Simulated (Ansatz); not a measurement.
`P[SiH]1CN1` + H₂Te → `P[TeH]` + `C1N[SiH2]1` at 298.15 K and 1 bar (cleavage of the P–Si bond).

Calculated with Ansatz (gas phase, PBE0-D4/def2-TZVP geometries, no zero-point term in ΔE). CBS: MP2 limit from def2 TZ/QZ plus the TZ coupled-cluster correction, frozen cores. Elements past krypton have def2 core potentials. For Te outer-core shells are correlated without core-valence functions, which leaves a few kJ/mol of doubt a bond. One conformer a species, not always the lowest.

```json
{"species": "`P[SiH]1CN1`", "CCSD(T)/CBS energy (Eh)": "-726.34548", "H − E (kJ/mol)": "199.3", "S (J/(mol·K))": "323.4"}
{"species": "H₂Te", "CCSD(T)/CBS energy (Eh)": "-268.91024", "H − E (kJ/mol)": "41.3", "S (J/(mol·K))": "228.4"}
{"species": "`P[TeH]`", "CCSD(T)/CBS energy (Eh)": "-610.46278", "H − E (kJ/mol)": "77.5", "S (J/(mol·K))": "290.3"}
{"species": "`C1N[SiH2]1`", "CCSD(T)/CBS energy (Eh)": "-384.79623", "H − E (kJ/mol)": "167.2", "S (J/(mol·K))": "268.2"}
```

H − E and S are ideal-gas, rigid-rotor, harmonic terms from PBE0-D4/def2-TZVP, for one conformer and one mirror image of each species. 1 Eh = 2625.50 kJ/mol, R = 8.31446 J/(mol·K).

Q: By hand: ΔE, ΔH, ΔS and ΔG.

A: ΔE = (-610.46278) + (-384.79623) − (-726.34548) − (-268.91024) = -0.00329 Eh = -8.6 kJ/mol. Δ(H − E) = 77.5 + 167.2 − 199.3 − 41.3 = 4.1, so ΔH = -4.5 kJ/mol. ΔS = 290.3 + 268.2 − 323.4 − 228.4 = 6.7 J/(mol·K). ΔG = -4.5 − 298.15 × (6.7)/1000 = -6.5 kJ/mol.

Q: By hand: the equilibrium constant, and the temperature at which ΔG would vanish if ΔH and ΔS stayed fixed.

A: log₁₀ K = −ΔG/(RT ln 10) = 1.1. ΔH and −TΔS have one sign here, so there is no such temperature. One of them is within its doubt of zero, so this could turn.

TΔS isn't small against ΔH here. A doubt of 5 kJ/mol in ΔE shifts log₁₀ K by 0.9 here. Other conformers and mirror images would add mixing entropy, several J/(mol·K) or more a flexible species. These are equilibria of isolated gas molecules and say nothing of rates. Largest T1 diagnostic: 0.014 (customary marks: 0.02 for closed shells, 0.045 for open ones).
